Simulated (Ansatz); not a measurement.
Basis-set extrapolation for C₂H₅B₂Cl (PBE0-D4/def2-TZVP geometry, frozen core, Ansatz). Multiplicity 1, RHF reference.

```
                      def2-TZVPP   def2-QZVPP
                 HF  -587.471103  -587.489655
    MP2 correlation    -0.734068    -0.787165
CCSD(T) correlation    -0.817291      not run
```

Energies in hartree. Use E(X) = E(∞) + A·exp(−7.88·√X) for Hartree–Fock and E(X) = E(∞) + B·X^(−2.97) for correlation, with X = 3 and 4, and add CCSD(T) minus MP2 of the smaller set to the MP2 limit.

What is the CCSD(T) energy at the basis-set limit?

HF limit: -587.489655 + (-0.018552) × 0.13774 = -587.49221. MP2 limit: -0.787165 + (-0.053097) × 0.74074 = -0.82650. Higher-order term: -0.817291 − (-0.734068) = -0.08322. Total: -588.40193 hartree, 71.2 kcal/mol below CCSD(T)/def2-TZVPP.
